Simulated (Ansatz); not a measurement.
Total energies of the cluster K2I⁺ (the lowest singlet isomer of a short search) from Ansatz at PBE0-D4/def2-TZVP, gas phase (1 Eh = 27.2114 eV = 2625.5 kJ/mol). The reference geometry is relaxed at r2SCAN-D4/def2-TZVP.

```xyz
3

K     2.709   -1.247   -1.222
K    -2.709    1.246    1.222
I     0.000    0.001    0.000
```

| state | geometry | energy (Eh) |
| --- | --- | --- |
| charge 1 singlet | reference | -1497.19692 |
| charge 0 doublet | reference | -1497.31682 |
| charge 1 triplet | relaxed at r2SCAN-D4/def2-TZVP | -1497.03813 |
| charge 1 quintet | relaxed at r2SCAN-D4/def2-TZVP | -1496.81709 |

In the def2 sets I takes a core potential; there is no spin–orbit coupling.

Q: Work out the vertical electron affinity, to the doublet.

A: E(charge 1 singlet) − E(charge 0 doublet) = -1497.19692 − (-1497.31682) = 0.11990 Eh = 3.26 eV.

Q: Which of the charge 1 states is lowest, and how far above it are the others?

A: The singlet. triplet: -1497.03813 − (-1497.19692) = 0.15879 Eh = 416.9 kJ/mol; quintet: -1496.81709 − (-1497.19692) = 0.37983 Eh = 997.2 kJ/mol. The quintet has fallen apart, so its energy is that of loose fragments and no spin gap. The quintet differs in its bonds from the reference.

The structure comes from a short search, and lower isomers may exist.
